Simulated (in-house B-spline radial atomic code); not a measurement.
Configurations of Si II (Si+), with energies counted from [Ne] 3s2 3p1. Computed with a radial B-spline atomic code at the basis-set limit: non-relativistic M06-2X, spin-polarised, spherical fractional occupations, exact exchange averaged over the configuration, point nucleus. Shells without spins written out take the highest spin.

Occupations are held fixed; configurations that lie above the ionisation limit could autoionise.

```csv
configuration,E - E(ref) (eV),highest orbital,its <r> (bohr)
[Ne] 3s2 3d1,8.7554,3d up,3.838
[Ne] 3s1 3p1 3d1,14.647,3d up,3.339
[He] 2s2 2p5 3s2 3p1 3d1,110.34,3d up,3.005
```

Question: Order these further configurations by energy, lowest first.
A. [Ne] 3s1 3p1 4s1
B. [Ne] 3s2 4s1
C. [Ne] 3s1 3p2

Answer: C (5.535 eV), B (7.8493 eV), A (14.454 eV).
